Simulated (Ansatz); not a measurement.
Consider the substitution at a C–B bond: `N[SiH2]CBCl` + HCl → `N[SiH2]CCl` + `BCl`.

Isolated molecules relaxed with PBE0-D4/def2-TZVP in Ansatz; ΔE leaves out vibrations. CCSD(T)/CBS is the MP2 limit (def2-TZVPP, def2-QZVPP) plus CCSD(T) − MP2 in def2-TZVPP, frozen cores. This one scheme is used for every species. DFT in def2-TZVPP. B3LYP here is the variant with VWN-RPA as its local correlation; programs differ in this. One conformer a species, not always the lowest.

`N[SiH2]CBCl`:

Cartesian coordinates in Å:
```
N -0.018 -0.152 -1.864
Si 0.949 0.209 -0.491
C 0.156 -0.545 1.051
B -1.234 0.059 1.257
Cl -1.465 1.480 2.263
H -0.983 0.134 -1.906
H 0.400 -0.138 -2.780
H 1.162 1.659 -0.213
H 2.277 -0.412 -0.735
H 0.118 -1.619 0.846
H 0.851 -0.329 1.868
H -2.213 -0.345 0.703
```

HCl:

Cartesian coordinates in Å:
```
Cl 0.316 -0.221 0.510
H -0.316 0.221 -0.510
```

`N[SiH2]CCl`:

Z-matrix (Å, degrees):
```
Si
C 1 1.888
N 1 1.711 2 115.1
H 1 1.488 2 107.2 3 -119.6
H 1 1.484 2 106.4 3 121.2
Cl 2 1.790 1 108.7 3 -57.7
H 2 1.092 1 112.3 3 -176.3
H 2 1.091 1 112.6 3 60.9
H 3 1.007 1 120.0 2 64.3
H 3 1.007 1 120.4 2 -81.1
```

`BCl`:

```xyz
4

B     0.063    0.104    0.092
Cl   -0.655   -1.079   -0.951
H     1.154   -0.110    0.517
H    -0.563    1.085    0.342
```

```json
{"species": "`N[SiH2]CBCl`", "B3LYP energy (Eh)": "-871.80721"}
{"species": "HCl", "B3LYP energy (Eh)": "-460.83627"}
{"species": "`N[SiH2]CCl`", "B3LYP energy (Eh)": "-846.29731"}
{"species": "`BCl`", "B3LYP energy (Eh)": "-486.31122"}
```

Question: Work out ΔE.

Answer: ΔE = (-846.29731) + (-486.31122) − (-871.80721) − (-460.83627) = 0.03495 Eh = +21.9 kcal/mol. CCSD(T)/CBS gives +23.7 kcal/mol.

Largest T1 diagnostic among the species: 0.012.

In def2-TZVPP, CCSD(T) changes the Hartree–Fock value by +4.0 kcal/mol (the triples alone add +0.2 kcal/mol) and MP2 by +4.9 kcal/mol. The D4 term adds +1.1 kcal/mol with B3LYP and +0.7 kcal/mol with PBE0; it sums over pairs of atoms, weighted by their polarisabilities, and B3LYP, whose exchange is more repulsive, gets the larger term.
